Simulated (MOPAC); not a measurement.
Job for MOPAC: PM6 on C2H6Be (SMILES [BeH][CH2]C), a point of a bond scan (R = 0.983 Å).

```
PM6 1SCF PRECISE CHARGE=0 THREADS=1
C2H6Be

Be    -1.44516997 1    -0.33871489 1     0.77011572 1
H     -2.68932334 1    -0.19576248 1     1.22435394 1
C      0.12565595 1    -0.52296854 1     0.19841947 1
C      0.70149886 1     0.65782353 1    -0.61085270 1
H      0.16969963 1    -1.43496437 1    -0.41255321 1
H      0.78521691 1    -0.73143034 1     1.05193390 1
H      0.72304949 1     1.48511308 1    -0.07984070 1
H      0.10330796 1     0.86593489 1    -1.50107434 1
H      1.72340588 1     0.46491778 1    -0.94768440 1
```

The log:

```
*******************************************************************************
 **                                                                           **
 **                              MOPAC v23.2.5                                **
 **                                                                           **
 *******************************************************************************
 ** MOPAC's Digital Object Identifier: https://doi.org/10.5281/zenodo.6511958 **
 **                                                                           **
 ** Please cite the open-source release paper for use of this MOPAC version:  **
 ** J. E. Moussa and J. J. P. Stewart (2026)                                  **
 ** MOPAC: An open-source semiempirical molecular orbital program             **
 ** J. Open Source Softw., 11(119), 8025, https://doi.org/10.21105/joss.08025 **
 *******************************************************************************

                              PM6 CALCULATION RESULTS

 *******************************************************************************
 *  PM6        - The PM6 Hamiltonian to be used
 *
 *
 *
 *                 CHARGE ON SYSTEM = 0
 *
 *
 *
 *  PRECISE    - TIGHTER CRITERIA TO BE USED
 *  1SCF       - DO 1 SCF AND THEN STOP
 *  THREADS=1  - MULTI-THREADING NOT USED
 *  T=         - A TIME OF 172800.0 SECONDS REQUESTED
 *  DUMP=N     - RESTART FILE WRITTEN EVERY 7200.0 SECONDS REQUESTED
 *******************************************************************************
PM6 1SCF PRECISE CHARGE=0 THREADS=1
 C2H6Be

   ATOM   CHEMICAL          X               Y               Z
  NUMBER   SYMBOL      (ANGSTROMS)     (ANGSTROMS)     (ANGSTROMS)

     1      Be         -1.44516997  *  -0.33871489  *   0.77011572  *
     2       H         -2.68932334  *  -0.19576248  *   1.22435394  *
     3       C          0.12565595  *  -0.52296854  *   0.19841947  *
     4       C          0.70149886  *   0.65782353  *  -0.61085270  *
     5       H          0.16969963  *  -1.43496437  *  -0.41255321  *
     6       H          0.78521691  *  -0.73143034  *   1.05193390  *
     7       H          0.72304949  *   1.48511308  *  -0.07984070  *
     8       H          0.10330796  *   0.86593489  *  -1.50107434  *
     9       H          1.72340588  *   0.46491778  *  -0.94768440  *



          CARTESIAN COORDINATES

    NO.       ATOM           X           Y           Z

     1        Be         -1.4452     -0.3387      0.7701
     2         H         -2.6893     -0.1958      1.2244
     3         C          0.1257     -0.5230      0.1984
     4         C          0.7015      0.6578     -0.6109
     5         H          0.1697     -1.4350     -0.4126
     6         H          0.7852     -0.7314      1.0519
     7         H          0.7230      1.4851     -0.0798
     8         H          0.1033      0.8659     -1.5011
     9         H          1.7234      0.4649     -0.9477

 General Reference for PM6:
 "Optimization of Parameters for Semiempirical Methods V: Modification of NDDO Approximations
 and Application to 70 Elements", J. J. P. Stewart, J. Mol. Mod., 13, 1173-1213 (2007)
 URL: https://link.springer.com/article/10.1007/s00894-007-0233-4

           Empirical Formula: C2 H6 Be  =     9 atoms



      MOLECULAR POINT GROUP   :   Cs


      RHF CALCULATION, NO. OF DOUBLY OCCUPIED LEVELS = 8


 -------------------------------------------------------------------------------
 PM6 1SCF PRECISE CHARGE=0 THREADS=1
 C2H6Be



     1SCF WAS SPECIFIED, SO BFGS WAS NOT USED
     SCF FIELD WAS ACHIEVED


                              PM6 CALCULATION
                                                       MOPAC v23.2.5 Linux




          FINAL HEAT OF FORMATION =         14.29136 KCAL/MOL =      59.79506 KJ/MOL


          COSMO AREA              =        100.91 SQUARE ANGSTROMS
          COSMO VOLUME            =         85.67 CUBIC ANGSTROMS

          IONIZATION POTENTIAL    =         10.382135 EV
          HOMO LUMO ENERGIES (EV) =        -10.382  4.078
          NO. OF FILLED LEVELS    =          8
          MOLECULAR WEIGHT        =         39.0816         POINT GROUP:  Cs

          MOLECULAR DIMENSIONS (Angstroms)

            Atom       Atom       Distance
            H     9    H     2     4.96250
            H     8    H     6     3.00177
            H     5    H     7     2.73245


          SCF CALCULATIONS        =          1





   ATOM   CHEMICAL          X               Y               Z
  NUMBER   SYMBOL      (ANGSTROMS)     (ANGSTROMS)     (ANGSTROMS)

     1      Be         -1.44516997  *  -0.33871489  *   0.77011572  *
     2       H         -2.68932334  *  -0.19576248  *   1.22435394  *
     3       C          0.12565595  *  -0.52296854  *   0.19841947  *
     4       C          0.70149886  *   0.65782353  *  -0.61085270  *
     5       H          0.16969963  *  -1.43496437  *  -0.41255321  *
     6       H          0.78521691  *  -0.73143034  *   1.05193390  *
     7       H          0.72304949  *   1.48511308  *  -0.07984070  *
     8       H          0.10330796  *   0.86593489  *  -1.50107434  *
     9       H          1.72340588  *   0.46491778  *  -0.94768440  *

                             CARTESIAN COORDINATES

   1   Be       -1.445169970    -0.338714890     0.770115720
   2    H       -2.689323340    -0.195762480     1.224353940
   3    C        0.125655950    -0.522968540     0.198419470
   4    C        0.701498860     0.657823530    -0.610852700
   5    H        0.169699630    -1.434964370    -0.412553210
   6    H        0.785216910    -0.731430340     1.051933900
   7    H        0.723049490     1.485113080    -0.079840700
   8    H        0.103307960     0.865934890    -1.501074340
   9    H        1.723405880     0.464917780    -0.947684400


           Empirical Formula: C2 H6 Be  =     9 atoms



      MOLECULAR POINT GROUP   :   Cs


                  EIGENVALUES
 -26.81351 -21.22058 -14.74189 -14.14771 -12.61651 -11.89962 -11.70972 -10.38213
   4.07795   4.43934   4.92367   5.39576   6.06791   6.26643   6.59756   6.65832
   7.43316   7.65177


              NET ATOMIC CHARGES AND DIPOLE CONTRIBUTIONS

  ATOM NO.   TYPE          CHARGE      No. of ELECS.   s-Pop       p-Pop
    1         Be           0.395787        1.6042     0.83719     0.76702
    2          H          -0.085474        1.0855     1.08547
    3          C          -0.610409        4.6104     1.09506     3.51535
    4          C          -0.383582        4.3836     1.05563     3.32795
    5          H           0.149207        0.8508     0.85079
    6          H           0.149459        0.8505     0.85054
    7          H           0.121771        0.8782     0.87823
    8          H           0.130358        0.8696     0.86964
    9          H           0.132881        0.8671     0.86712
 DIPOLE           X         Y         Z       TOTAL
 POINT-CHG.    -1.031    -0.088     0.373     1.100
 HYBRID         1.090    -0.130    -0.368     1.157
 SUM            0.059    -0.218     0.006     0.225


          ATOMIC ORBITAL ELECTRON POPULATIONS

     Atom    s        px        py        pz
    1 Be   0.83719   0.63194   0.02744   0.10764
    2  H   1.08547
    3  C   1.09506   1.29357   1.08389   1.13789
    4  C   1.05563   1.13245   1.07771   1.11778
    5  H   0.85079
    6  H   0.85054
    7  H   0.87823
    8  H   0.86964
    9  H   0.86712

 **********************
 *                    *
 * JOB ENDED NORMALLY *
 *                    *
 **********************




 == MOPAC DONE ==
```

The run finished.

Cost: around 0.04 core-seconds (rough).
